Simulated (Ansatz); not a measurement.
## CH2NSb: structure from calculated spectroscopic constants

These gas-phase data were calculated for one isomer of CH2NSb at B3LYP-D4/def2-TZVP (harmonic, unscaled wavenumbers; equilibrium rotational constants with average atomic masses):

* rotational constants: 288, 3.08, 3.048 GHz
* all wavenumbers above 1500 cm⁻¹: 3111, 3037, 1663

Candidates:

(1) `C=[N+]=[Sb-]`, a singlet
(2) `N#[C][SbH2]`, a singlet

Task: Which structure fits?

Result: Candidate (1). The band at 3111 cm⁻¹ lies where the C–H stretch is expected; (2) has no mode between 2750 and 3290 cm⁻¹.

The same quantities for all candidates:

```
     rotational constants (GHz)  wavenumbers above 1500 cm⁻¹  E above the lowest, B3LYP-D4/def2-TZVP (kcal/mol)
(1)            288, 3.08, 3.048             3111, 3037, 1663                                               15.0
(2)          85.91, 2.913, 2.91             2288, 1954, 1948                                                0.0
```

Harmonic stretches to hydrogen usually lie a few per cent above observed fundamentals. Atoms past krypton carry core potentials. Programs: Ansatz 0.2.0.
